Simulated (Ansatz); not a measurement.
```yaml
crystal:
  periodic: [false, false, false]
  atoms:
    - {symbol: C, position_ang: [0.657539, 0.623895, 1.626821]}
    - {symbol: C, position_ang: [0.103901, -0.504508, 0.394527]}
    - {symbol: C, position_ang: [0.534844, -1.727984, 0.121209]}
    - {symbol: O, position_ang: [0.066991, 0.475037, -0.727666]}
    - {symbol: B, position_ang: [-1.089316, 1.114022, -1.535801]}
    - {symbol: O, position_ang: [-1.097166, 1.674715, -2.295006]}
    - {symbol: O, position_ang: [-2.294717, 0.466082, -0.730807]}
    - {symbol: H, position_ang: [1.170973, -0.381518, 2.492338]}
    - {symbol: H, position_ang: [2.222339, 0.600559, 1.228629]}
    - {symbol: H, position_ang: [0.404701, 1.371556, 2.006672]}
    - {symbol: H, position_ang: [-0.654184, -0.369184, 1.138605]}
    - {symbol: H, position_ang: [1.012233, -2.354763, 0.874225]}
    - {symbol: H, position_ang: [1.970550, -1.217262, -0.303728]}
    - {symbol: D, position_ang: [0.207391, -2.221351, -0.759305]}
    - {symbol: H, position_ang: [-0.085334, 1.934279, -2.419611]}
    - {symbol: H, position_ang: [-3.050083, 0.868001, -1.136242]}
basis:
  gaussian: {orbitals: def2-SVP}
hamiltonian: {xc: {name: r2SCAN50}, dispersion: d3bjatm}
scf: {lower_state_search: full}
output: {forces: true}
```

```sh
$ ansatz run in.yaml --threads 4 --pin off --events-out ev --progress --plain --max-ram 11315MiB
```

Shortened log:

```
Error: YAML parse error: error: line 17 column 16: `D` is not an element symbol (H … Og, case-exact)
15 |     - {symbol: H, position_ang: [1.012233, -2.354763, 0.874225]}
16 |     - {symbol: H, position_ang: [1.970550, -1.217262, -0.303728]}
17 |     - {symbol: D, position_ang: [0.207391, -2.221351, -0.759305]}
18 |     - {symbol: H, position_ang: [-0.085334, 1.934279, -2.419611]}
19 |     - {symbol: H, position_ang: [-3.050083, 0.868001, -1.136242]}
```

Question: What is wrong with this run?

Answer: An element symbol is wrong. The input was rejected before any iteration.
